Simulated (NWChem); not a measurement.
System: C4H7F; SMILES C[C@@H]1[C@@H](F)C1

Here is an NWChem input.

```
start job
memory heap 200 mb stack 900 mb global 1100 mb
geometry units angstroms noautosym nocenter noautoz
  C      0.519743    -1.901061     0.089295
  C      0.081359    -0.554202    -0.444912
  C     -1.229622     0.086634    -0.000168
  C      0.084766     0.661521     0.425081
  F      0.471724     1.857917    -0.133365
  H      1.607540    -2.022447     0.019994
  H      0.237702    -2.021623     1.142192
  H      0.052298    -2.719801    -0.470776
  H      0.346478    -0.354394    -1.481675
  H     -1.838897    -0.422201     0.743295
  H     -1.790578     0.643771    -0.744853
  H      0.401542     0.584671     1.463503
end
basis spherical
  * library def2-svp
end
dft
  xc pbe0
  iterations 150
end
cosmo
  dielec 4.8
end
task dft energy
```

The geometry was optimised at B3LYP/6-31G* (spherical d).

Level: PBE0/def2-SVP with COSMO at NWChem's default radii, gas-phase geometry; the question gives the dielectric constant.

**Question.** Predict the main results of this run. (PBE0/def2-SVP, COSMO on the gas-phase geometry.) Quantities: electrostatic solvation energy (kcal/mol); dipole in solution (D).

**Answer.** 
```yaml
electrostatic solvation energy (kcal/mol): -2.1
dipole in solution (D): 2.08
```
